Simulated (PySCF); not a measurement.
**Hg²⁺ (mercury, charge +2) across methods**

[Xe] 4f14 5d9 6s1, 6s spin antiparallel (an excited configuration). All numbers are calculated (PySCF 2.14, a scalar-relativistic core potential, in def2-TZVPPD with the def2 core potential (60 electrons)).

```
 method  E (hartree)  mean ε 5d α (eV)  mean ε 5d β (eV)  mean ε 6s β (eV)  Σ⟨r²⟩ (bohr²)   ⟨S²⟩
  wB97X    -152.2623           -36.404           -35.868           -27.856          36.23  1.001
    UHF   -151.37766           -38.990           -38.235           -27.465          36.35  1.004
   PBE0    -152.2215           -33.937           -33.476           -25.806          36.29  1.002
    LDA    -151.9674           -32.079           -31.652           -25.376          36.53  1.001
    PBE    -152.2489           -31.904           -31.518           -24.957          36.40  1.001
 r2SCAN    -152.2812           -32.391           -31.954           -25.214          36.21  1.003
  B97-3    -152.2656           -34.007           -33.543           -25.646          36.25  1.001
wB97X-V    -152.1982           -36.410           -35.931           -27.908          36.28  1.001
```

Question: Estimate the same row for CAM-B3LYP.

Answer: E (hartree) = -152.1817; mean ε 5d α (eV) = -35.377; mean ε 5d β (eV) = -34.895; mean ε 6s β (eV) = -27.221; Σ⟨r²⟩ (bohr²) = 36.41; ⟨S²⟩ = 1.001.

Energies and moments cover only the electrons outside the core potential. Spin-orbit coupling, absent here, splits the open shell strongly. With the s spin flipped the determinant is a mixture of two multiplicities, not a spectroscopic state.
